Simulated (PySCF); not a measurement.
Geometry:
```
atom   x (Å)   y (Å)   z (Å)
 Si1   0.471   1.121  -0.107
  H2   0.346   1.403   1.367
  C3   2.280   0.749  -0.451
  H4   2.436   0.551  -1.523
  H5   2.639  -0.125   0.112
  H6   2.905   1.611  -0.164
  C7  -0.052   2.648  -1.068
  H8  -1.088   2.939  -0.835
  H9   0.018   2.467  -2.153
 H10   0.599   3.502  -0.828
 N11  -0.596  -0.154  -0.632
 C12  -0.898  -1.410   0.035
 C13  -2.026  -1.266   1.056
 C14   0.350  -1.998   0.678
 H15  -1.368   0.168  -1.207
 H16  -1.233  -2.130  -0.737
 H17  -1.727  -0.576   1.862
 H18  -2.293  -2.234   1.509
 H19  -2.932  -0.855   0.582
 H20   0.741  -1.334   1.466
 H21   0.123  -2.966   1.150
 H22   1.142  -2.153  -0.069
```

Geometry: PBE0-D3(BJ)/def2-SVP; GIAO absolute shieldings from PySCF, gas phase, non-relativistic, averaged over equivalent atoms.

At PBE0/pcSseg-1 (201 basis functions):
| atoms | σ (ppm) |
| --- | --- |
| Si1 | 372.7 |
| H2 | 26.19 |
| H16 | 28.17 |
| H17/H18/H19/H20/H21/H22 | 30.13 |
| H4/H5/H6/H8/H9/H10 | 31.18 |
| H15 | 31.26 |
| C12 | 137.5 |
| C13/C14 | 157.1 |
| C3/C7 | 183.9 |
| N11 | 209.1 |

What do these become at B3LYP/pcSseg-1?

Answers


| atoms | σ at B3LYP/pcSseg-1 | change |
| --- | --- | --- |
| Si1 | 360.7 | -12.0 |
| H2 | 26.38 | +0.19 |
| H16 | 28.26 | +0.09 |
| H17/H18/H19/H20/H21/H22 | 30.23 | +0.10 |
| H4/H5/H6/H8/H9/H10 | 31.31 | +0.13 |
| H15 | 31.37 | +0.11 |
| C12 | 130.4 | -7.1 |
| C13/C14 | 151.2 | -5.9 |
| C3/C7 | 178.6 | -5.3 |
| N11 | 202.1 | -7.0 |

The largest change is at Si1 (silicon bonded to 2 C, N, H). Cost: 201 basis functions. The order of the carbon signals is the same at both levels.
